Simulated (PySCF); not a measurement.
## BP86 on Co³⁺ (cobalt, charge +3)

Configuration: [Ar] 3d6, high-spin 5D determinant. All numbers are calculated (PySCF 2.14, the spin-free X2C one-electron Hamiltonian (Gaussian nucleus), in aug-cc-pVDZ-DK (7s6p4d2f, 59 functions)).

```
Total energy                                                  : -1391.256 hartree
One-electron energy                                           : -1889.572 hartree
Hartree (Coulomb) energy                                      : 557.484 hartree
Exchange-correlation energy                                   : -59.169 hartree
⟨S²⟩                                                          : 6.0007
⟨L²⟩                                                          : 6.004
Sum of ⟨r⟩                                                    : 13.97 bohr
Sum of ⟨r²⟩                                                   : 13.14 bohr²
Traceless quadrupole moment −½Σ⟨3z² − r²⟩ along its main axis : 0.339 e·bohr²
Langevin diamagnetic susceptibility                           : -10.4 ×10⁻⁶ cm³/mol
Time after the integrals                                      : 1.4 s of wall time on 1 thread of Neoverse-N1 (shared host)
```

| shell | electrons | mean orbital energy (hartree) | spread (hartree) | rms radius, mean of both spins (bohr) |
| --- | --- | --- | --- | --- |
| 1s α | 1 | -280.33382 | 0 | 0.0648 |
| 1s β | 1 | -280.33290 | 0 | 0.0648 |
| 2s α | 1 | -34.50415 | 0 | 0.277 |
| 2s β | 1 | -34.41982 | 0 | 0.277 |
| 2p α | 3 | -29.75592 | 0.04090 | 0.249 |
| 2p β | 3 | -29.69140 | 0.02382 | 0.249 |
| 3s α | 1 | -5.24552 | 0 | 0.826 |
| 3s β | 1 | -5.06645 | 0 | 0.826 |
| 3p α | 3 | -3.88534 | 0.07691 | 0.876 |
| 3p β | 3 | -3.71038 | 0.02892 | 0.876 |
| 3d α | 5 | -1.73065 | 0.08681 | 1.05 |
| 3d β | 1 | -1.58549 | 0 | 1.05 |

Densities and radii are taken from the X2C orbitals without a picture-change correction, which distorts them close to the nucleus.
